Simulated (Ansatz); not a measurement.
Reaction (silylene formation by 1,1-elimination): `N[SiH](O)[SbH2]` → `[OH][SbH2]` + `N[SiH]`

Calculated with Ansatz (gas phase, PBE0-D4/def2-TZVP geometries, no zero-point term in ΔE). CBS: MP2 limit from def2 TZ/QZ plus the TZ coupled-cluster correction, frozen cores. This one scheme is used for every species. Elements past krypton have def2 core potentials. For Sb outer-core shells are correlated without core-valence functions, which leaves a few kJ/mol of doubt a bond. Each species was taken in one conformer, which may not be the lowest.

```csv
species,CCSD(T)/def2-TZVPP energy (Eh)
`N[SiH](O)[SbH2]`,-662.14141
`[OH][SbH2]`,-316.52047
`N[SiH]`,-345.50927
```

**Question.** Work out ΔE.

**Answer.** ΔE = (-316.52047) + (-345.50927) − (-662.14141) = 0.11167 Eh = +70.1 kcal/mol. CCSD(T)/CBS gives +71.7 kcal/mol.

**Question.** What do rigid-rotor, harmonic-oscillator terms from PBE0-D4/def2-TZVP frequencies (298.15 K, 1 bar) make of the CCSD(T)/CBS value? (Estimate.)

**Answer.** Computed: ΔZPE = -1.9 kcal/mol, ΔH = +70.1 kcal/mol, ΔS = 154 J/(mol·K), ΔG = +59.1 kcal/mol.

Largest T1 diagnostic among the species: 0.015.

From BLYP to BHLYP (50 % exact exchange), in def2-TZVPP and without D4, ΔE moves by +11.2 kcal/mol. At CCSD(T), def2-SVP lies −6.0 kcal/mol from the extrapolated value and def2-TZVPP −1.7 kcal/mol.
